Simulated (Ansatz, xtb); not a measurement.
## Two structures of BrFH4Si3

Structure a is a singlet given by its coordinates and structure b is `F[SiH2][SiH2][Si]Br`, a singlet. Both are isolated molecules in the gas phase, relaxed with PBE0-D3(BJ)/def2-SVP; the shapes shown needn't be the lowest conformers.

a (Å):

```
atom    x (Å)    y (Å)    z (Å)
  Br  -0.8880  -0.7286  -3.7531
   F  -2.2180   1.9127  -2.2661
  Si  -2.6387   0.3430  -1.9972
  Si  -0.4061  -0.4146  -1.4759
  Si   1.4704   0.9856  -1.5048
   H  -0.1162  -1.7953  -0.9755
   H   1.0877   2.2287  -2.2349
   H   2.6347   0.3334  -2.1769
   H   1.8430   1.3224  -0.0959
```

Close contacts (Å): Br1–Si3 2.70, Br1–Si4 2.35, F2–Si3 1.65, Si3–Si4 2.41, Si4–Si5 2.34, Si4–H6 1.50, Si5–H7 1.49, Si5–H8 1.49, Si5–H9 1.50.

b (Å):

```xyz
9

Br    2.1112   -2.9267    0.9411
F     2.6606   -1.7918   -2.0809
Si    2.7858   -0.1937   -1.5330
Si    0.6945   -0.2093   -0.5028
Si    0.7975   -2.6142   -0.9103
H     3.9981   -0.1331   -0.6724
H     2.9974    0.6173   -2.7653
H     0.7169    0.2599    0.9140
H    -0.2897    0.5792   -1.3102
```

Energies in hartree; the thermal terms are from PBE0-D3(BJ)/def2-SVP harmonic frequencies (ideal gas, rigid rotor, one conformer each, 298.15 K, 1 atm) and include the zero-point energy:

|  | a | b |
| --- | --- | --- |
| E, CCSD(T)/def2-SVP | −3541.114562 | −3541.116757 |
| E, MP2/def2-SVP | −3541.043885 | −3541.045546 |
| E, MP2/def2-TZVPP | −3541.980560 | −3541.977017 |
| zero-point energy | 0.038041 | 0.038742 |
| H(298 K) − E | 0.047918 | 0.048162 |
| G(298 K) − E | 0.002067 | 0.003637 |

Question: Correct the CCSD(T) difference for the basis set by the MP2 change, then work out ΔE, ΔE₀, ΔH and ΔG for a → b in kcal/mol (1 Eh = 627.51 kcal/mol) and the equilibrium ratio [b]/[a].

Answer: 1. Differences b − a: CCSD(T) −0.002195, MP2 in the small set −0.001661, MP2 in the large set +0.003543 Eh.
2. ΔE = −0.002195 + (+0.003543 − (−0.001661)) = +0.003009 Eh = +1.89 kcal/mol.
3. ΔE₀ = ΔE + ΔZPE = +0.003009 + (+0.000701) Eh = +2.33 kcal/mol.
4. ΔH = ΔE + (+0.000244) Eh = +2.04 kcal/mol.
5. ΔG = ΔE + (+0.001570) Eh = +2.87 kcal/mol, so ΔS = (ΔH − ΔG)/T = −11.7 J/(mol K).
6. kT = 0.9442 mEh, so K = [b]/[a] = exp(−ΔG/kT) = exp(−4.85) ≈ 0.0078.

The sums favour a, but ΔE leans on the basis-set step (CCSD(T) alone has the other sign or is under 1 kcal/mol), so the order isn't settled. An error of 1 kcal/mol in ΔG would change K by a factor of 5.4. The basis-set step is large, which makes the value less sure. HF/def2-SVP, MP2/def2-SVP, CCSD(T)/def2-SVP gave ΔE the other sign. Mirror images and further conformers aren't counted.

Other levels gave ΔE = −0.2 (PBE0-D3(BJ)/def2-SVP); −3.1 (HF/def2-SVP); −1.0 (MP2/def2-SVP); −1.4 (CCSD(T)/def2-SVP) kcal/mol. The correlated steps freeze 25 core orbitals; the filled d shell of Br is correlated, in a basis made for valence electrons. Programs: Ansatz 0.2.0.
